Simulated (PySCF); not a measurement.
Stepwise substitution at one centre (B Br-OH). All species are isolated molecules in the gas phase. One relaxed conformer stands for each flexible species; it need not be the lowest. Strings in code marks are SMILES.

The S1–T1 gap (TDA) from two functionals at the same geometries (PBE0-D3(BJ)/def2-TZVP), both in PySCF: PBE-D3(BJ)/def2-TZVP and ωB97X-D3(BJ)/def2-TZVP. Excitations are Tamm–Dancoff values on a coarser integration grid. The basis has no diffuse functions, so Rydberg states are missing or too high.

```json
[
 {"species": "0 of 3 Br replaced by OH (`B(Br)(Br)Br`)", "PBE-D3(BJ)/def2-TZVP (eV)": "0.17", "ωB97X-D3(BJ)/def2-TZVP (eV)": "0.14"},
 {"species": "1 of 3 Br replaced by OH (`OB(Br)Br` (H–O–B–Br torsion 0°))", "PBE-D3(BJ)/def2-TZVP (eV)": "0.15", "ωB97X-D3(BJ)/def2-TZVP (eV)": "0.14"},
 {"species": "2 of 3 Br replaced by OH", "PBE-D3(BJ)/def2-TZVP (eV)": "0.10", "ωB97X-D3(BJ)/def2-TZVP (eV)": "0.31"},
 {"species": "3 of 3 Br replaced by OH (`OB(O)O`)", "PBE-D3(BJ)/def2-TZVP (eV)": "0.20", "ωB97X-D3(BJ)/def2-TZVP (eV)": "0.32"}
]
```

Over these rows, drawn at random from the members with no instability flagged (it was tested for open shells, ions and some series alone), PBE minus ωB97X-D3(BJ): mean -0.07 eV, from -0.21 eV to +0.02 eV.
